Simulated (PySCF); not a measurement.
Computed shifts of a molecule CH6FNOSi, PBE0/pcSseg-1 in PySCF, GIAO, gas phase, atoms alike by connectivity averaged where their shifts nearly agree, in ppm (number of nuclei): ²⁹Si: -41.5 (1). ¹⁵N: 33.9 (1). ¹⁹F: -145.2 (1). ¹³C: 54.8 (1). ¹H: 4.71 (1), 4.03 (3), 1.47 (1), 1.36 (1). References: ²⁹Si against TMS (σ = 352.7 ppm); ¹⁵N against NH3 (σ = 267.4 ppm); ¹⁹F against CFCl3 (σ = 167.2 ppm); ¹⁷O against H2O (σ = 334.2 ppm); ¹³C against TMS (σ = 186.3 ppm); ¹H against TMS (σ = 31.56 ppm), references at their B3LYP-D3(BJ)/def2-TZVP geometries, non-relativistic. Coordinates come from a B3LYP-D3(BJ)/def2-SVP optimisation. The values are those of a single conformer.

Question: Pick the molecule that these values belong to.
A) NC[Si@@H](O)F
B) CO[SiH](N)F
C) C[Si@@](N)(O)F
D) CN[Si@H](O)F

Answer: B, CO[SiH](N)F
